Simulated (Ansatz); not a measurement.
Job for Ansatz (a program for electronic structure): R-MP2/def2-TZVPPD on H3NSn (SMILES [NH2][SnH]), atoms moved off the minimum. Elements past Kr take the def2 small-core potentials; no spin–orbit coupling. Files ending in .json are basis or fitting sets from the Basis Set Exchange. The run froze 10 orbitals, filled d shells among them.

Ansatz 0.2 input:
```yaml
crystal:
  periodic: [false, false, false]
  atoms:
    - {symbol: Sn, position_ang: [-0.21414335, 0.17831195, 0.26515409]}
    - {symbol: H, position_ang: [-0.57658715, 1.35403022, -1.04144552]}
    - {symbol: N, position_ang: [0.72678977, -1.08884865, -1.18661812]}
    - {symbol: H, position_ang: [0.64096991, -0.79459067, -2.15182422]}
    - {symbol: H, position_ang: [1.04460358, -1.81331857, -0.82657615]}
basis:
  gaussian:
    orbitals: def2-TZVPPD.json
magnetization: {spin_polarized: false}
correlation: {method: mp2, electrons: outside_noble_gas}
scf: {lower_state_search: off}
output: {forces: true}
```

The log:

```
WARN ansatz: RAYON_NUM_THREADS=1 ignored (pool sized by the plan → 1); use --threads N
Functional definition: HF
these checks for a lower state are left out or cut short: starts, cluster_reference, orbital_swaps, neighbouring_geometries, increment
integrals: 0.13 GiB planned
1007 factors; integrals over basis functions are off by at most 9.4e-4 eV
mean field: 0.31 GiB planned
mean field evaluation 1: about -7330.6556 eV, gradient 4.1e1 eV
mean field evaluation 2: about -7330.6567 eV, gradient 4.1e1 eV
mean field evaluation 4: about -7334.3544 eV, gradient 2.8e0 eV
mean field evaluation 8: about -7334.3968 eV, gradient 8.0e-4 eV
mean field -7334.39682891 eV, -269.5341120298 hartree, gradient 2.3e-6 eV, S^2 0.000000; 0 other end points of the search recorded, 0 dependent functions left out
10 core orbitals not correlated
reference -7334.39682891 eV, -269.5341120298 hartree; 6, 6 occupied and 128, 128 virtual orbitals, 1007 factors
densities: 0.34 GiB planned
second order -8.58403059 eV of doubles, -0.00000000 eV of singles
the calculation of the forces begins
Total energy: -7342.98085950 eV, -269.8495693355 hartree
Atom 0 at    -0.214143     0.178312     0.265154 Å, force     0.690476    -0.692669    -1.386877 eV/Å
Atom 1 at    -0.576587     1.354030    -1.041446 Å, force    -0.030474    -0.106266     0.209700 eV/Å
Atom 2 at     0.726790    -1.088849    -1.186618 Å, force    -5.124303    10.508024    -1.991252 eV/Å
Atom 3 at     0.640970    -0.794591    -2.151824 Å, force     0.525720    -0.984150     0.322060 eV/Å
Atom 4 at     1.044604    -1.813319    -0.826576 Å, force     3.938581    -8.724939     2.846368 eV/Å
Dipole moment:    -0.025063    -0.054150     0.088839 e Å
Checks for a lower state left out: starts, cluster_reference, orbital_swaps, neighbouring_geometries, increment
```

The run converged.

Cost: around 9 core-seconds (rough).
